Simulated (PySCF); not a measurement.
C8H9BO2.
Bonds: C1–O2, O2–B3, B3–C4, C4–C5 (double), C5–C6, C6–C7 (double), C7–C8, C8–O9 (double), C8–C10, C10–C11 (double), C4–C11. Hydrogens: H12, H13, H14 on C1; H15 on B3; H16 on C5; H17 on C6; H18 on C7; H19 on C10; H20 on C11.

Level of theory: PySCF, PBE0-D3(BJ)/def2-SVP geometry optimisation, gas phase.

Problem. List the bond lengths, angles and torsions at this level.

Solution. 
```json
{"bond": "C1–O2", "length (Å)": "1.404", "order": "single"}
{"bond": "O2–B3", "length (Å)": "1.344", "order": "single"}
{"bond": "B3–C4", "length (Å)": "1.564", "order": "single"}
{"bond": "C4–C5", "length (Å)": "1.373", "order": "aromatic"}
{"bond": "C5–C6", "length (Å)": "1.431", "order": "aromatic"}
{"bond": "C6–C7", "length (Å)": "1.359", "order": "aromatic"}
{"bond": "C7–C8", "length (Å)": "1.472", "order": "aromatic"}
{"bond": "C8=O9", "length (Å)": "1.223", "order": "double"}
{"bond": "C8–C10", "length (Å)": "1.468", "order": "aromatic"}
{"bond": "C10–C11", "length (Å)": "1.358", "order": "aromatic"}
{"bond": "C4–C11", "length (Å)": "1.442", "order": "aromatic"}
{"bond": "C1–H12, C1–H13, C1–H14", "length (Å)": "1.101", "order": "single"}
{"bond": "B3–H15", "length (Å)": "1.216", "order": "single"}
{"bond": "C5–H16", "length (Å)": "1.095", "order": "single"}
{"bond": "C6–H17", "length (Å)": "1.095", "order": "single"}
{"bond": "C7–H18", "length (Å)": "1.095", "order": "single"}
{"bond": "C10–H19", "length (Å)": "1.095", "order": "single"}
{"bond": "C11–H20", "length (Å)": "1.095", "order": "single"}
```

Bonds in one row agree within 0.01 Å and their mean is given. Orders are formal, as drawn. A selection of angles:
```json
{"angle": "C1–O2–B3", "degrees": "123.6"}
{"angle": "O2–B3–C4", "degrees": "118.8"}
{"angle": "B3–C4–C5", "degrees": "116.4"}
{"angle": "B3–C4–C11", "degrees": "118.1"}
{"angle": "C5–C4–C11", "degrees": "125.5"}
{"angle": "C4–C5–C6", "degrees": "129.5"}
{"angle": "C5–C6–C7", "degrees": "129.9"}
{"angle": "C6–C7–C8", "degrees": "131.0"}
{"angle": "C7–C8–O9", "degrees": "119.0"}
{"angle": "C7–C8–C10", "degrees": "121.3"}
{"angle": "O9–C8–C10", "degrees": "119.7"}
{"angle": "C8–C10–C11", "degrees": "131.3"}
{"angle": "C4–C11–C10", "degrees": "131.2"}
```

Torsions: C1–O2–B3–C4 180° (antiperiplanar); O2–B3–C4–C5 180° (antiperiplanar). The mirror-image conformer, all signs reversed, is as good.

The 7 C–C bonds span 1.358 Å (C10–C11, drawn aromatic) to 1.472 Å (C7–C8, drawn aromatic), a spread of 0.114 Å. The C–O distances run from 1.223 Å (C8=O9, drawn double) to 1.404 Å (C1–O2, drawn single), a spread of 0.181 Å. The 7-membered ring C4–C5–C6–C7–C8–C10–C11 has internal angles of 121.3° to 131.3° (sum 900°, against 900° for a flat polygon); it is almost planar, 0.02 Å rms from its mean plane, widest ring torsion 5°. B3 (three-coordinate boron) is planar (angles 121.0°, 120.2° and 118.8°, sum 360.0°, 0.00 Å off the plane of its three neighbours). Of the pairs four or more bonds apart, O2···H20 is among the closest relative to their van der Waals radii: 2.40 Å, 88 % of the sum of Bondi's values.

Point group: near Cs, missed by 0.21 Å at most; the miss may be what the optimiser left on a soft mode. No PBE0-D3(BJ)/def2-SVP frequencies stand behind this structure, so it isn't proved a minimum. One conformer, not necessarily the lowest.
